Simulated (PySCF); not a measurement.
Mayer bond orders and bond lengths

Compound: C₆H₁₆N₂Si.
SMILES with atom numbers: `[CH3:1]/[CH:2]=[N:3]/[Si@H:4]([CH3:5])[CH2:6][N:7]([CH3:8])[CH3:9]` (hydrogens: H10, H11, H12 on C1; H13 on C2; H14 on Si4; H15, H16, H17 on C5; H18, H19 on C6; H20, H21, H22 on C8; H23, H24, H25 on C9)

Cartesian coordinates in Å at the GFN2-xTB level; atoms count from 1:
```
atom  x, y, z in Å
C1     4.1507    0.6583    0.1320
C2     2.9235   -0.1644    0.3196
N3     1.7933    0.3535    0.4666
Si4    0.2086   -0.2843    0.6722
C5     0.0612   -2.1779    0.8541
C6    -0.7152    0.3384   -0.9015
N7    -2.1201    0.6783   -0.7744
C8    -2.9159   -0.4254   -0.2948
C9    -2.3389    1.8689    0.0114
H10    4.6340    0.3886   -0.8060
H11    4.8545    0.4541    0.9376
H12    3.8984    1.7143    0.1260
H13    3.0923   -1.2510    0.3195
H14   -0.2138    0.3676    1.9182
H15    0.2818   -2.6882   -0.0806
H16   -0.9268   -2.4957    1.1727
H17    0.7709   -2.5355    1.5956
H18   -0.6433   -0.4192   -1.6884
H19   -0.2036    1.2265   -1.2769
H20   -2.7046   -0.6775    0.7562
H21   -3.9716   -0.1676   -0.3822
H22   -2.7200   -1.3015   -0.9108
H23   -1.7533    2.6852   -0.4074
H24   -2.0582    1.7442    1.0677
H25   -3.3949    2.1348   -0.0384
```

Bond orders from the PBE0/pcSseg-1 density (PySCF). Geometry: GFN2-xTB, one conformer, isolated molecule.

Task: Where do the orders between heavy atoms depart from those drawn in the SMILES?

Result: The largest departure is 0.124, at Si4–C6 (drawn single, 0.876). Drawn single, order below 0.88: Si4–C6 (0.876).

Task: Give the Mayer order of every bond between heavy atoms, beside its length.

Result: 
```
  bond  drawn as  length (Å)  Mayer order
 C1–C2    single       1.489        1.017
 C2–N3    double       1.252        1.916
N3–Si4    single       1.721        0.993
Si4–C5    single       1.908        0.903
Si4–C6    single       1.928        0.876
 C6–N7    single       1.451        0.956
 N7–C8    single       1.443        0.984
 N7–C9    single       1.443        0.978
```

By pair of heavy elements: C–N: lowest C6–N7 (0.956, 1.451 Å), highest C2–N3 (1.916, 1.252 Å). C–Si: lowest Si4–C6 (0.876, 1.928 Å), highest Si4–C5 (0.903, 1.908 Å).

Task: And the bonds to hydrogen?

Result: C–H: 0.93 to 0.97 (15 bonds); H–Si: 0.94 (1 bond).

Task: Sum the orders of all bonds at each heavy atom with more than one neighbour and set the sums beside the valence in the SMILES.

Result: C1 3.878 (drawn 4), C2 3.861 (drawn 4), N3 2.909 (drawn 3), Si4 3.716 (drawn 4), C5 3.775 (drawn 4), C6 3.728 (drawn 4), N7 2.918 (drawn 3), C8 3.853 (drawn 4), C9 3.856 (drawn 4). Orders between atoms that aren't bonded are not in these sums.

For a closed shell the Mayer order of atoms A and B is Σ (PS)μν (PS)νμ over the basis functions μ on A and ν on B, with P the density and S the overlap matrix.
